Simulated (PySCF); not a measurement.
**Re: ionisation energy**

Re [Xe] 4f14 5d5 6s2 (6S) → Re⁺ [Xe] 4f14 5d5 6s1 (7S), as a difference of total energies. Calculation: PySCF 2.14, in x2c-TZVPPall (11s7p7d3f1g, 97 functions); the spin-free X2C one-electron Hamiltonian (Gaussian nucleus). Correlated levels: valence: [Xe] 4f14 frozen. The calculations carry no spin-orbit coupling.

```json
{"method": "UHF", "ionisation energy (eV)": "5.962", "error (eV)": "-1.872"}
{"method": "MP2 (valence)", "ionisation energy (eV)": "7.310", "error (eV)": "-0.524"}
{"method": "SCS-MP2 (valence)", "ionisation energy (eV)": "7.578", "error (eV)": "-0.256"}
{"method": "CCSD (valence)", "ionisation energy (eV)": "7.421", "error (eV)": "-0.413"}
{"method": "CCSD(T) (valence)", "ionisation energy (eV)": "7.533", "error (eV)": "-0.301"}
```

Reference: 7.834 eV (measured; NIST Atomic Spectra Database, ionization energies).

Errors of the correlated levels include the incompleteness of this basis and the frozen core.
